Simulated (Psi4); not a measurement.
C₃H₃, charge -1, singlet, geometry from GFN2-xTB (a gas-phase anion, which may not be bound at this level); MP2/6-31G (Psi4).

The Psi4 input:
```
memory 2 GB

molecule {
-1 1
  C    -0.00058846   -0.06735310    0.13145175
  C     0.01272709    0.42165409    1.28692893
  C    -0.00916618   -0.23508926   -1.20054090
  H     0.00817204   -0.08669387    2.25254432
  H     0.90933867   -0.33006222   -1.78374476
  H    -0.93534543   -0.29851433   -1.77583821
}

set basis 6-31g
set freeze_core true

energy('mp2')
print_variables()
```

It wrote (shortened):

```
    SCF Algorithm Type (re)set to DF.

   => Loading Basis Set <=

    Name: 6-31G
    Role: ORBITAL
    Keyword: BASIS

         ---------------------------------------------------------
                                   SCF
               by Justin Turney, Rob Parrish, Andy Simmonett
                          and Daniel G. A. Smith
                              RHF Reference
         ---------------------------------------------------------

  ==> Geometry <==

    Molecular point group: c1
    Full point group: C1

    Geometry (in Angstrom), charge = -1, multiplicity = 1:

       Center              X                  Y                   Z               Mass
    ------------   -----------------  -----------------  -----------------  -----------------
         C           -0.001041908154    -0.085538905445     0.098220186506    12.000000000000
         C            0.012273641846     0.403468284555     1.253697366506    12.000000000000
         C           -0.009619628154    -0.253275065445    -1.233772463494    12.000000000000
         H            0.007718591846    -0.104879675445     2.219312756506     1.007825032230
         H            0.908885221846    -0.348248025445    -1.816976323494     1.007825032230
         H           -0.935798878154    -0.316700135445    -1.809069773494     1.007825032230

  Running in c1 symmetry.

  Rotational constants: A =      7.07236  B =      0.32493  C =      0.31850 [cm^-1]
  Rotational constants: A = 212024.04025  B =   9741.13896  C =   9548.45058 [MHz]
  Nuclear repulsion =   53.362934855097144

  Charge       = -1
  Multiplicity = 1
  Electrons    = 22
  Nalpha       = 11
  Nbeta        = 11

  ==> Algorithm <==

  SCF Algorithm Type is DF.
  DIIS enabled.
  MOM disabled.
  Fractional occupation disabled.
  Guess Type is SAD.
  Energy threshold   = 1.00e-08
  Density threshold  = 1.00e-08
  Integral threshold = 1.00e-12

  ==> Primary Basis <==

  Basis Set: 6-31G
    Blend: 6-31G
    Number of shells: 21
    Number of basis functions: 33
    Number of Cartesian functions: 33
    Spherical Harmonics?: false
    Max angular momentum: 1

   => Loading Basis Set <=

    Name: (6-31G AUX)
    Role: JKFIT
    Keyword: DF_BASIS_SCF

  ==> Integral Setup <==

  SCF_SUBTYPE=INCORE selected. In-core MEM_DF algorithm will be used.
  Using in-core AOs.

  ==> MemDFJK: Density-Fitted J/K Matrices <==

    J tasked:                   Yes
    K tasked:                   Yes
    wK tasked:                   No
[...]
  @DF-RHF Final Energy:  -115.15689148022710
    Total Energy =                       -115.1568914802271024
[...]

  //>>>>>>>>>>>>>>>>>>>>>>>>>>>>>>>>>>>//
  //               DFMP2               //
  //<<<<<<<<<<<<<<<<<<<<<<<<<<<<<<<<<<<//

   => Loading Basis Set <=

    Name: (6-31G AUX)
    Role: RIFIT
    Keyword: DF_BASIS_MP2

	 --------------------------------------------------------
	                          DF-MP2
	      2nd-Order Density-Fitted Moller-Plesset Theory

	        Rob Parrish, Justin Turney, Andy Simmonett,
	           Ed Hohenstein, and C. David Sherrill
	 --------------------------------------------------------

   => Auxiliary Basis Set <=

  Basis Set: (6-31G AUX)
    Blend: CC-PVDZ-RI
    Number of shells: 72
    Number of basis functions: 210
    Number of Cartesian functions: 243
    Spherical Harmonics?: true
    Max angular momentum: 3

	 --------------------------------------------------------
	                 NBF =    33, NAUX =   210
	 --------------------------------------------------------
	   CLASS    FOCC     OCC    AOCC    AVIR     VIR    FVIR
	   PAIRS       3      11       8      22      22       0
	 --------------------------------------------------------

	-----------------------------------------------------------
	 ==================> DF-MP2 Energies <====================
	-----------------------------------------------------------
	 Reference Energy          =    -115.1568914802271024 [Eh]
	 Singles Energy            =      -0.0000000000000000 [Eh]
	 Same-Spin Energy          =      -0.0649851064405408 [Eh]
	 Opposite-Spin Energy      =      -0.2034347709683941 [Eh]
	 Correlation Energy        =      -0.2684198774089349 [Eh]
	 Total Energy              =    -115.4253113576360334 [Eh]
	-----------------------------------------------------------
	 ================> DF-SCS-MP2 Energies <==================
	-----------------------------------------------------------
	 SCS Same-Spin Scale       =       0.3333333333333333 [-]
	 SCS Opposite-Spin Scale   =       1.2000000000000000 [-]
	 SCS Same-Spin Energy      =      -0.0216617021468469 [Eh]
	 SCS Opposite-Spin Energy  =      -0.2441217251620730 [Eh]
	 SCS Correlation Energy    =      -0.2657834273089199 [Eh]
	 SCS Total Energy          =    -115.4226749075360203 [Eh]
	-----------------------------------------------------------

  Variable Map:
  ----------------------------------------------------------------------------
[...]
  Array Variable Map:
  ----------------------------------------------------------------------------
[...]
[...]
```
